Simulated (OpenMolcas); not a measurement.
W+.

| Item | Value |
| --- | --- |
| Program | OpenMolcas 26.06 |
| Basis | ANO-RCC-VTZP [8s7p5d3f2g1h] |
| Scalar Hamiltonian | DKH2, point nucleus |
| Active space | 5 electrons in 6 orbitals (5d 6s) |
| State averaging | 2S+1 = 6 even, 6 roots; 2S+1 = 4 even, 81 roots; 2S+1 = 2 even, 130 roots (113 in the spin-orbit step) |
| Spin-orbit coupling | RASSI with atomic mean-field integrals over the reference wave functions, term energies averaged over their components |

Two sets of levels on these reference wave functions, in cm-1 above 5d4 6s 6D 1/2: one from CASSCF and one from MS-CASPT2, IPEA 0.25 Eh, imaginary shift 0.1 Eh (closed shells correlated: 5s 5p).

```csv
Level,Set 1,Set 2
5d4 6s 6D 1/2,0.0,0.0
5d4 6s 6D 3/2,1549,1282
5d4 6s 6D 5/2,3250,2850
5d4 6s 6D 7/2,4770,4450
5d4 6s 6D 9/2,6110,6070
5d5 6S 5/2,7830,8320
5d4 6s 4P 1/2(1) [64 %],9650,12450
5d4 6s 4P 3/2(1) [57 %],11000,14180
5d4 6s 4F 3/2(1) [72 %],12440,16780
5d4 6s 4D 1/2(1) [68 %],14230,18210
5d4 6s 4D 3/2(1) [71 %],16090,19880
5d4 6s 4H 11/2 [54 %],19150,21170
5d4 6s 4H 13/2,21260,23320
5d4 6s 4G 9/2 [53 %],20990,23530
5d4 6s 4G 11/2 [51 %],22440,24610
5d4 6s 2F 5/2(1) [62 %],21430,25230
```

**Question.** Which set is which?

**Answer.** Set 1 is MS-CASPT2. Its levels of the other terms of 5d4 6s lie at 0.74 to 0.91 of the other set's values, as expected, since terms of lower spin or lower L gain more correlation energy than the Hund ground term.

CASPT2 does not keep the components of a term degenerate, so their means are used; among the terms shown or strongly mixed into the levels shown the widest spread is 210 cm-1 (5d4 6s 4H, MS-CASPT2). Some high roots are left out of the spin-orbit mixing, which shifts the levels that they would mix with. Configurations are named by rounded mean occupations; where the s occupation lies near a half they are strongly mixed, a name can repeat and a true partner stay unpaired. A single d shell beside an s shell can misplace configurations of different d count against each other. Without dynamic correlation excited terms often stand tens of per cent too high (terms of higher spin than the ground term too low), and those without a measured partner can miss by more than the paired ones (holds for CASSCF). Blocks of more than 70 roots (2S+1 = 4 even, 2 even) ran without multistate coupling (holds for MS-CASPT2). Levels of configurations outside the active space are missing. Levels that lie high or do not pair safely by name in every column are left out.

A share in square brackets marks a mixed level and gives the weight of the term that names it, the lowest over the columns. A number in round brackets counts repeated terms of one configuration in the order of the reference energies.
